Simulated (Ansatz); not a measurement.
Relaxation of AsF2H6NSi (11 atoms, charge 0, multiplicity 1), to a largest force component of 0.03 eV/Å in at most 50 steps.

The calculation used RKS r2SCAN/def2-SVP (Ansatz).

```xyz
11
Properties=species:S:1:pos:R:3:forces:R:3
Si -1.003 -0.847 0.881 1.30 0.49 0.79
N 0.523 -0.234 1.525 -1.46 -0.65 -0.29
F -1.778 0.280 0.017 -0.02 0.01 0.00
F -0.627 -2.081 -0.082 0.01 -0.02 0.00
H -1.966 -1.296 1.902 0.01 0.00 -0.01
H 0.827 0.417 -0.691 0.13 0.06 0.00
As 0.393 0.565 -2.130 0.01 0.11 -0.47
H 0.622 0.732 1.820 0.01 -0.01 0.00
H 1.392 -0.614 1.166 0.02 0.00 0.01
H -0.138 1.965 -1.859 -0.01 0.02 -0.01
H 1.756 1.114 -2.550 0.00 -0.01 -0.01
```

Q: Where does it end, and by what steps?

A: It converged. After 27 steps the energy has fallen by 0.201 eV; F4 moved furthest, 1.14 Å.

| step | energy less start (eV) | largest force component (eV/Å) | accepted |
| --- | --- | --- | --- |
| 0 | 0.0000 | 1.462 | yes |
| 1 | -0.1249 | 0.791 | yes |
| 2 | -0.1531 | 0.404 | yes |
| 3 | -0.1617 | 0.706 | yes |
| 4 | -0.1691 | 0.476 | yes |
| 5 | -0.1788 | 0.139 | yes |
| 6 | -0.1819 | 0.120 | yes |
| 7 | -0.1845 | 0.065 | yes |
| 8 | -0.1777 | 0.474 | no |
| 9 | -0.1887 | 0.063 | yes |
| 10 | -0.1865 | 0.186 | no |
| 11 | -0.1911 | 0.032 | yes |
| 12 | -0.1925 | 0.071 | yes |
| 13 | -0.1934 | 0.150 | yes |
| 14 | -0.1942 | 0.151 | yes |
| 15 | -0.1957 | 0.118 | yes |
| 16 | -0.1969 | 0.144 | yes |
| 17 | -0.1972 | 0.163 | yes |
| 18 | -0.1984 | 0.108 | yes |
| 19 | -0.1986 | 0.073 | yes |
| 20 | -0.1993 | 0.037 | yes |
| 21 | -0.1999 | 0.085 | yes |
| 22 | -0.2003 | 0.073 | yes |
| 23 | -0.2008 | 0.036 | yes |
| 24 | -0.2008 | 0.144 | no |
| 25 | -0.2012 | 0.030 | yes |
| 26 | -0.2012 | 0.090 | yes |
| 27 | -0.2014 | 0.021 | yes |

```xyz
11
Properties=species:S:1:pos:R:3
Si -1.054 -0.955 1.047
N 0.491 -0.529 1.603
F -1.432 -0.364 -0.419
F -1.086 -2.555 0.844
H -2.100 -0.496 1.979
H 1.159 0.869 -0.960
As 0.725 0.830 -2.420
H 0.668 0.355 2.068
H 1.337 -0.925 1.205
H -0.401 1.818 -2.158
H 1.694 1.951 -2.789
```

Whether the end is a true minimum wasn't checked by a vibrational analysis.

Time of the run: 2.1 min on 4 threads of Arm Neoverse N1 (shared host), peak memory 0.2 GiB.
